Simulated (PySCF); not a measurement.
# Exact mass, isotope pattern and composition

Species: Ti(OPh)(NMe2)3, `C[N](C)[Ti]([O]c1ccccc1)([N](C)C)[N](C)C`.

Calculated for natural abundance.

(1) What are the average molar mass and the monoisotopic mass?

(2) Give the isotope pattern of the molecular ion M+•, merging species of the same nominal mass.

(3) Resolve the fine structure: one atom at a time replaced by a minor isotope.

(4) What resolving power m/Δm just matches the spacing of the species with one 49Ti and with one 13C?

(5) What share of all molecules is the monoisotopic species?

## Answers

(1) For C12H23N3OTi, with standard atomic weights, 1 × 47.867 + 1 × 15.999 + 12 × 12.011 + 23 × 1.008 + 3 × 14.007 = 273.203 g/mol. From the most abundant isotopes (48Ti, 16O, 12C, 1H, 14N), 1 × 47.947946 + 1 × 15.994915 + 12 × 12.000000 + 23 × 1.007825 + 3 × 14.003074 = 273.1321 u.

(2) 
```json
{"nominal mass": "271", "m/z (centroid)": "271.1362", "relative intensity": "11.0"}
{"nominal mass": "272", "m/z (centroid)": "272.1358", "relative intensity": "11.5"}
{"nominal mass": "273", "m/z (centroid)": "273.1316", "relative intensity": "100.0"}
{"nominal mass": "274", "m/z (centroid)": "274.1335", "relative intensity": "21.5"}
{"nominal mass": "275", "m/z (centroid)": "275.1301", "relative intensity": "9.1"}
{"nominal mass": "276", "m/z (centroid)": "276.1322", "relative intensity": "1.1"}
```

Lines under 0.1 % of the tallest are left out. One electron mass, 0.00055 u, is taken off. Abundances used (%; other tables differ somewhat): 46Ti 8.25, 47Ti 7.44, 48Ti 73.72, 49Ti 5.41, 50Ti 5.18; 16O 99.757, 17O 0.038, 18O 0.205; 12C 98.93, 13C 1.07; 1H 99.9885, 2H 0.0115; 14N 99.632, 15N 0.368.

(3) Intensity in % of the monoisotopic species:

```
isotope  mass shift (u)       m/z  intensity (%)
   46Ti        -1.99531  271.1362          11.19
   47Ti        -0.99618  272.1353          10.09
    15N        +0.99703  274.1285           1.11
   49Ti        +0.99992  274.1314           7.34
    13C        +1.00335  274.1349          12.98
    17O        +1.00422  274.1357           0.04
     2H        +1.00628  274.1378           0.26
   50Ti        +1.99684  275.1284           7.03
    18O        +2.00425  275.1358           0.21
```

Species under 0.02 % are left out.

(4) They lie 0.00343 u apart at mass 274.13, so m/Δm is about 80000.

(5) 0.7372 × 0.99757 × 0.9893^12 × 0.999885^23 × 0.99632^3 = 63.75 %.
